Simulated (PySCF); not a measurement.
C3H8BFO.
SMILES with atom numbers: `[BH3-:1][O+:2]1[CH2:3][CH2:4][C@@H:5]1[F:6]` (hydrogens: H7, H8, H9 on B1; H10, H11 on C3; H12, H13 on C4; H14 on C5)

The calculation used PySCF 2.14.0, PBE0-D3(BJ)/def2-SVP geometry optimisation, gas phase.

Q: Give the optimised bond lengths and angles.

A: 
```
        bond  length (pm)
       B1–O2        162.8
       O2–C3        145.3
       C3–C4        152.8
       C4–C5        152.3
       C5–F6        133.5
       O2–C5        143.3
       B1–H7        122.9
B1–H8, B1–H9        121.8
      C3–H10        109.7
      C3–H11        109.9
      C4–H12        109.7
      C4–H13        109.6
      C5–H14        110.1
```

Bonds in one row agree within 1 pm and their mean is given. A selection of angles:
```
     angle  degrees
  O2–B1–H7    103.4
  H7–B1–H8    114.5
  H7–B1–H9    114.7
  B1–O2–C3    120.8
  B1–O2–C5    120.8
  C3–O2–C5     92.1
  O2–C3–C4     90.0
 O2–C3–H10    110.5
 O2–C3–H11    109.4
 C4–C3–H10    118.4
 C4–C3–H11    115.5
H10–C3–H11    110.9
  C3–C4–C5     85.8
 C3–C4–H12    114.5
 C3–C4–H13    116.8
 C5–C4–H12    111.3
 C5–C4–H13    116.0
H12–C4–H13    110.5
  C4–C5–F6    116.0
 C4–C5–H14    118.2
 F6–C5–H14    109.5
  O2–C5–C4     90.9
  O2–C5–F6    110.8
 O2–C5–H14    109.8
```

Torsions: B1–O2–C3–C4 136° (anticlinal); O2–C3–C4–C5 -8° (synperiplanar); C3–C4–C5–F6 121° (anticlinal); B1–O2–C5–C4 -136° (anticlinal).

Of the pairs four or more bonds apart, H7···H11 is among the closest relative to their van der Waals radii: 2.50 Å, 104 % of the sum of Bondi's values. O2 (oxygen bonded to B and 2 C) is pyramidal (angles 120.8°, 120.8° and 92.1°, sum 333.7°, 0.45 Å off the plane of its three neighbours). B1 (four-coordinate boron) is distorted tetrahedral (angles from 103.1° to 115.5°). The 4-membered ring O2–C3–C4–C5 has internal angles of 85.8° to 92.1°; it is slightly puckered (a soft mode that the optimisation may not have finished), 0.05 Å rms from its mean plane, widest ring torsion 8°.

Point group: C1 (no symmetry element, even within 0.4 Å). No frequency check. The numbers are those of one conformer.

Hardware: an Arm Neoverse N1 with one thread, on a shared host. Cost: 72 s wall, 0.50 GiB resident at most. These figures are those of the optimisation.
